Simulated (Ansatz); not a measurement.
ClH2OSSi (`O[SiH]([S])Cl`) radical, relaxed with UKS PBE0-D4/def2-TZVP in Ansatz from a PBE-D4/def2-SVP geometry. The force threshold is 0.005 eV/Å; the program also tests the step.

The species carries charge 0 and has multiplicity 2.

Start:

```xyz
6

O     1.019   -0.053    0.977
Si   -0.027   -0.232   -0.306
S    -2.062   -0.485    0.233
Cl   -0.233    1.519   -1.441
H     0.704    0.537    1.688
H     0.599   -1.287   -1.151
```

| step | energy (eV) | largest force (eV/Å) | largest move (Å) |
| --- | --- | --- | --- |
| 1 | -33306.3531 | 0.975 | 0.000 |
| 2 | -33306.3960 | 0.461 | 0.038 |
| 3 | -33306.4048 | 0.129 | 0.024 |
| 4 | -33306.4056 | 0.056 | 0.006 |
| 5 | -33306.4064 | 0.039 | 0.035 |
| 6 | -33306.4067 | 0.008 | 0.015 |
| 7 | -33306.4067 | 0.002 | 0.002 |

End:

```xyz
6

O     0.976   -0.047    0.960
Si   -0.028   -0.209   -0.310
S    -2.041   -0.530    0.245
Cl   -0.184    1.510   -1.423
H     0.713    0.546    1.667
H     0.564   -1.271   -1.139
```

It took 54 s on 4 threads of an Arm Neoverse V1 on a shared host, with 0.7 GiB of host memory at the peak.
